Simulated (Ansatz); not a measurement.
`F[SiH](F)[S]` radical, relaxed with UKS PBE-D4/def2-SVP in the Gaussian-basis code of Ansatz from a rough embedded geometry. The force threshold is 0.03 eV/Å; the program also tests the step.

The species carries charge 0 and has multiplicity 2.

Start:

```xyz
5

F     1.376   -0.292    0.866
Si    0.074    0.069   -0.018
F    -0.530    1.496    0.410
S    -1.410   -1.359    0.198
H     0.490    0.086   -1.455
```

How much energy does the relaxation release, and in how many steps? (Estimate.)

Computed: 0.07 eV, in 4 steps.

Which bonds change most? (Best estimate.)

The calculation gave: Si2–S4 from 2.071 to 2.122 Å; Si2–F3 from 1.608 to 1.626 Å; F1–Si2 from 1.614 to 1.626 Å; Si2–H5 from 1.495 to 1.495 Å.

Give the relaxed structure. (Best estimate.)

Ansatz gave: 
```xyz
5

F     1.366   -0.242    0.900
Si    0.066    0.060   -0.029
F    -0.455    1.530    0.430
S    -1.434   -1.427    0.172
H     0.457    0.079   -1.472
```
